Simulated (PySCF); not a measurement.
## Se⁺: ionisation energy

Se⁺ [Ar] 3d10 4s2 4p3 (4S) → Se²⁺ [Ar] 3d10 4s2 4p2 (3P), as a difference of total energies. Calculation: PySCF 2.14, in cc-pVTZ-PP with ECP10MDF (5s4p3d1f, 39 functions); a scalar-relativistic core potential. Correlated levels: valence: 3s2 3p6 3d10 frozen. The calculations carry no spin-orbit coupling.

```
           method  ionisation energy (eV)
              UHF                  20.840
    MP2 (valence)                  21.345
SCS-MP2 (valence)                  21.194
   CCSD (valence)                  21.310
CCSD(T) (valence)                  21.338
```

**Question.** Estimate what BP86 gives.

**Answer.** 21.317 eV, closest to CCSD (valence) among the rows shown.

**Question.** Estimate what TPSS gives.

**Answer.** 21.306 eV, closest to CCSD (valence) among the rows shown.

The reference lies between the lowest fine-structure levels, while these numbers refer to the centres of the terms.

Errors of the correlated levels include the incompleteness of this basis and the frozen core.

For comparison: 21.196 ± 0.01 eV (measured; NIST Atomic Spectra Database, ionization energies).
